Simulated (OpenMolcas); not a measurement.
Pd2+: ligand-field states by method

Pd2+ with its 6 nearest fluoride ions at 2.17 Å, on the Mg site of KMgF3 (a = 3.973 Å, distance in the model lattice 1.986 Å). The rest of the host is ab initio model potentials to 7.6 Å, with orthogonalisation functions on the cations behind the ligands, and point charges beyond; the distance is set by hand and nothing relaxes. Ligand basis ANO-RCC-VDZP.
```
Pd    0.0000    0.0000    0.0000
F     2.1700    0.0000    0.0000
F     0.0000    2.1700    0.0000
F    -2.1700    0.0000    0.0000
F     0.0000   -2.1700    0.0000
F     0.0000    0.0000    2.1700
F     0.0000    0.0000   -2.1700
```

| Quantity | Value |
| --- | --- |
| Program | OpenMolcas |
| Basis | ANO-RCC-VTZP [7s6p4d2f1g] |
| Scalar Hamiltonian | DKH2, point nucleus |
| Active space | 8 electrons in 5 orbitals (4d) |
| State averaging | 2S+1 = 3 even, 10 roots; 2S+1 = 1 even, 15 roots |
| Spin-orbit coupling | state interaction with AMFI integrals over the reference wave functions |

I. CASSCF
II. SS-CASPT2, IPEA 0.25 Eh, imaginary shift 0.1 Eh (closed shells correlated: 4s 4p and the ligand valence shells)

Spin-free states (labels of O, the rotations of Oh) in cm-1, each column counted from its own energy of the first state listed:

```json
{"State": "3A2", "Degeneracy": "1", "I": "0", "II": "0"}
{"State": "3T2", "Degeneracy": "3", "I": "11586", "II": "13830"}
{"State": "1E", "Degeneracy": "2", "I": "13907", "II": "9410"}
{"State": "3T1", "Degeneracy": "3", "I": "18428", "II": "19770"}
{"State": "1A1", "Degeneracy": "1", "I": "23448", "II": "17800"}
{"State": "1T2", "Degeneracy": "3", "I": "25083", "II": "23590"}
{"State": "1T1", "Degeneracy": "3", "I": "29284", "II": "27080"}
{"State": "3T1", "Degeneracy": "3", "I": "29767", "II": "29900"}
{"State": "1E", "Degeneracy": "2", "I": "38783", "II": "39670"}
{"State": "1T2", "Degeneracy": "3", "I": "39144", "II": "39760"}
{"State": "1A1", "Degeneracy": "1", "I": "61973", "II": "56290"}
```

From I to II, I's first state of the same spin (3T2) moves from 11586 to 13830 cm-1, by about +2200 cm-1.

From I to II, I's first state of another spin (1E) moves from 13907 to 9410 cm-1, by about -4500 cm-1.

I: A least-squares ligand-field fit to the states below 45000 cm-1, each weighted by its degeneracy and with a free common offset, gives 10Dq = 11631 cm-1, B = 891 cm-1 and C = 3558 cm-1 (C/B = 3.99), with an rms deviation of 60 cm-1. The same method and metal basis give the free ion B = 953 cm-1 (fit to its terms below 60000 cm-1, rms deviation 8 cm-1), so the nephelauxetic ratio is β = 891 / 953 = 0.93; it hangs on how both fits weigh the states, and computed free-ion B values tend to be too large, so β mixes covalency with correlation.

χT at 300 K: I 1.47, II 1.40 cm3 K/mol.

Roots that are degenerate in the reference are averaged as groups; the widest CASPT2 spread within a group is 86 cm-1 (the 3-fold group of multiplicity 3 near 13800 cm-1 above the lowest state of its run, II). Shifts and gaps below about the spread of the groups concerned are not significant. Over all roots computed the reference weight is 0.72 to 0.73 in II; a low but even weight reflects the number of correlated electrons. Real 4d8 and 5d8 ions are as a rule square planar and diamagnetic. Ligand-to-metal charge-transfer states are missing. With no ligand orbital active B as a rule stays too high, so bands that hang on it stand too high and its fall with covalency is understated. Without dynamic correlation the repulsion within the d shell is too large (B by tens of per cent), so at a given field states of lower spin stand too high (holds for I). With metal d orbitals alone the field can be off either way by tens of per cent (holds for I). With one d shell and no ligand orbital active, 10Dq can be off by a tenth or more (holds for II). Free-ion shares, where given, are those of the reference states; single-state CASPT2 does not remix them (holds for II). The distance lies 3 % over the 2.106 Å that this model takes as the normal distance (a Shannon-type radius plus a fixed donor radius, weighted with the host); by an R⁻⁵ law this alone changes a d-shell field by about -14 %. No measured value stands beside these numbers; the geometry was set by hand and not optimised.
